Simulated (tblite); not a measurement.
C5H2NS (doublet state).
SMILES: `N#Cc1[c]csc1`

Method: GFN2-xTB as coded in tblite; computed harmonic values from a numerical Hessian at the method's own geometry, unscaled. Errors from tens to a few hundred cm⁻¹ against measured bands are possible. Open shells enter through the occupations alone, without spin polarisation, and single modes of such species can be off by tens of per cent.

Harmonic wavenumbers (cm⁻¹): 137.9, 148.5, 372.6, 436.1, 467.9, 522.7, 588.9, 605.9, 698.9, 715.5, 747.9, 861.4, 913.8, 1074.6, 1113.8, 1309.0, 1446.4, 1558.1, 2376.8, 3149.9, 3193.8.

A = 7751, B = 1495, C = 1253 MHz; mass 107.991 u (most abundant isotopes); point group Cs, symmetry number 1; spin multiplicity 2.

**Question.** Zero-point energy?

**Answer.** Half the sum of the wavenumbers: 11220 cm⁻¹ = 134.22 kJ/mol.

**Question.** Entropy at 298.15 K, 1 bar (ideal gas, RRHO, classical rotation)?

**Answer.** Translation 167.25, rotation 115.04, vibration 46.07, spin (R ln 2) 5.76: S = 334.1 J/(mol K).

**Question.** And Cp and H(298.15 K) − H(0)?

**Answer.** Cp = 98.58 J/(mol K), of which vibrations give 65.32 (their classical limit is 21 R = 174.6); H(298.15 K) − H(0) = 18.33 kJ/mol without the zero-point energy, 8.41 from vibrations.

**Question.** Which modes carry the vibrational entropy at 298.15 K?

**Answer.** 137.9 cm⁻¹: 11.85; 148.5 cm⁻¹: 11.26; 372.6 cm⁻¹: 4.47; 436.1 cm⁻¹: 3.51; 467.9 cm⁻¹: 3.11; 522.7 cm⁻¹: 2.53 J/(mol K); the other 15 give 9.34 together.

**Question.** Blend soft modes into free rotors: weight 1/[1 + (100 cm⁻¹/ν̃)⁴] for the oscillator and the rest for a rotor with moment μB/(μ + B), μ = h/(8π²ν), B = 10⁻⁴⁴ kg m². What vibrational entropy results?

**Answer.** 45.67 J/(mol K) in place of 46.07, which changes −T·S at 298.15 K by +0.12 kJ/mol.

Hindered rotation and anharmonicity are outside this model.
